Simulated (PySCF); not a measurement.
# Computed properties of SnH4, SMILES [SnH4]

SnH₄, SMILES [SnH4]. Geometry: B3LYP-D3(BJ)/def2-TZVPD. The isomer is the one that the SMILES or the coordinates give; other isomers of the formula were not compared. The def2 effective core potentials stand for the cores of Sn; spin–orbit coupling is left out. One conformer was computed; it need not be the lowest. All values are computed for the isolated molecule unless a solvent is named; none is compared with measurement here.

**Structure.** The optimised structure has Td symmetry. All 9 harmonic modes at B3LYP-D3(BJ)/def2-TZVPD (PySCF) are real, so it is a minimum.

**Vibrations.** The strongest infrared lines (harmonic, unscaled, degenerate partners summed) lie at 1935 cm⁻¹ (555 km/mol, H 99 %), 683 cm⁻¹ (450 km/mol, H 98 %). The softest mode is at 683 cm⁻¹ and the zero-point energy is 16.1 kcal/mol.

**Electronic structure.** CAM-B3LYP/def2-TZVPD (PySCF) places the frontier levels at -10.54 and 0.47 eV, a gap of 11.01 eV, and gives a dipole moment of 0.00 D and a mean polarisability of 44.8 bohr³.

**Excitations.** TDA-B3LYP/def2-TZVPD (PySCF) has S1 at 7.76 eV (160 nm, f = 0.343, bright); the most intense of the 10 singlets computed lies at 8.91 eV (f = 0.37). Strengths of degenerate partners are summed. T1 (TDA) is at 6.90 eV, 0.86 eV under S1. No vertical singlet excitation falls in the visible range (under 3.1 eV).
